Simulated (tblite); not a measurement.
C8H9, doublet, at a GFN2-xTB geometry; GFN1-xTB (tblite 0.6.0).

tblite was given this input:
```
$ tblite run mol.xyz --method gfn1 --charge 0 --spin 1 --efield 0,0,0.1 --json tblite.json --no-restart

# file mol.xyz
17

C      2.53390896    -0.89210378     0.20590525
C      1.21594166    -0.19811550     0.03625603
C      1.18719148     1.16182900    -0.29835815
C     -0.03004495     1.75356138    -0.43084276
C     -1.23074991     1.12998049    -0.26412531
C     -1.21484095    -0.22609908     0.06966145
C     -2.49545641    -0.98387104     0.25333052
C      0.01264273    -0.86205001     0.21284658
H      3.17885006    -0.70440480    -0.65107387
H      3.04337353    -0.52034798     1.09507122
H      2.39572473    -1.96546748     0.31160996
H      2.11104764     1.70257665    -0.44092707
H     -2.16914990     1.65112292    -0.38248307
H     -2.45617114    -1.58588259     1.15972643
H     -3.34404839    -0.30748003     0.31834684
H     -2.65639169    -1.65644859    -0.58971636
H      0.02520938    -1.91245693     0.47140435
```

Write the output that tblite gives for this input, abridged.


```
xTB calculator
 | screened Coulomb repulsion
 | Coulomb electrostatics
 |  * isotropic Klopman-Ohno-Mataga-Nishimoto electrostatics
 |  * onsite third-order electrostatics
 | DFT-D3(BJ) dispersion correction
 | Interactions (1)
 | [1] electric field

halogen bonding energy    0.0000000000000E+00 Eh
repulsion energy          3.8626129647635E-01 Eh
dispersion energy        -7.5283924099288E-03 Eh
interaction energy        0.0000000000000E+00 Eh
number of electrons       4.1000000000000E+01 e
integral cutoff           1.9731147476801E+01 bohr

------------------------------------------------------------
  cycle        total energy    energy error   density error
------------------------------------------------------------
      1     -21.66287060298  -2.2041604E+01   4.1798029E-01
      2     -21.66691947415  -4.0488712E-03   2.5113348E-01
      3     -21.66422454455   2.6949296E-03   1.6840462E-02
      4     -21.66748175823  -3.2572137E-03   1.0537714E-03
      5     -21.66749229717  -1.0538938E-05   2.5472290E-04
      6     -21.66749243821  -1.4104242E-07   5.0249658E-05
      7     -21.66749244188  -3.6678784E-09   1.0091247E-05
------------------------------------------------------------

electronic energy        -2.2046225345945E+01 Eh
total energy             -2.1667492441878E+01 Eh

Post processing:
 | Mayer-Wiberg bond orders

[Info] JSON dump of results written to 'tblite.json'
```
